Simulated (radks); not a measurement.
Results of a calculation; reference values are marked as such.
Species: Hg+. Configuration: [Xe] 4f14 5d8 6s2 6p1 (not the ground configuration). Level of theory: scalar-relativistic Kohn-Sham, r2SCAN, spin-unpolarised, spherical densities, finite nucleus; meta-GGA in the generalised Kohn-Sham scheme; Fermi nuclear charge, rms radius 5.4648 fm (a radial shooting solver on a logarithmic mesh with Libxc functionals).

Unscreened Slater integrals over Kohn-Sham orbitals (cm^-1).

integral    value
F0(6p,6p)   64474
F2(6p,6p)   34801
F0(6p,6s)   71899
G1(6p,6s)   43816
F0(6p,5d)   79748
F2(6p,5d)   24831
G1(6p,5d)   10476
G3(6p,5d)  8592.8
F0(6p,5p)   82132
F2(6p,5p)   18105
G0(6p,5p)  3080.0
G2(6p,5p)  4142.4
F0(6s,6s)   83886
F0(6s,5d)   99364
G2(6s,5d)   21857
F0(6s,5p)  104030
G1(6s,5p)  7838.5
F0(5d,5d)  143020
F2(5d,5d)   74331
F4(5d,5d)   49390
F0(5d,5p)  161740
F2(5d,5p)   80835
G1(5d,5p)   97903
G3(5d,5p)   60774
F0(5p,5p)  191430
F2(5p,5p)  103350

Derived for the open shells (J is the average intra-shell exchange parameter used in DFT+U). 5d: Racah B = F2/49 - 5 F4/441 = 957.0 cm^-1, C = 35 F4/441 = 3920 cm^-1, C/B = 4.10, F4/F2 = 0.664, J = (F2 + F4)/14 = 8837 cm^-1. 6p: J = F2/5 = 6960 cm^-1.
